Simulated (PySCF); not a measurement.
Exercise with solution: oscillator strength and radiative lifetime

Al(F)2(SeH) (AlF2HSe), SMILES [F][Al]([F])[SeH].

Geometry optimised at r2SCAN-D4/def2-SVP. Other conformers were not sampled.

TDA-ωB97X/def2-SVPD (PySCF) puts the first singlet state with f over 0.02 at 5.66 eV (vertical), with the transition dipole (0.000, 0.000, -0.699) in atomic units.

Problem. Find the oscillator strength, the wavelength and the radiative lifetime that this transition would have in vacuum if emission retraced absorption.

Solution. 
|μ|² = 0.4886 au, so |μ| = 1.78 D. ΔE = 5.66/27.211 = 0.2080 hartree. f = (2/3) ΔE |μ|² = 0.068 (the program prints 0.068).
λ = 1239.84/5.66 = 219 nm; ν = 45651 cm⁻¹.
Einstein's coefficient A = 0.6670 ν² f s⁻¹ (ν in cm⁻¹) = 9.4e7 s⁻¹, so τ = 1/A = 11 ns. This state is S1. The figure is the radiative limit of this one transition; relaxation, internal conversion, crossing to triplets and a medium change what is measured.
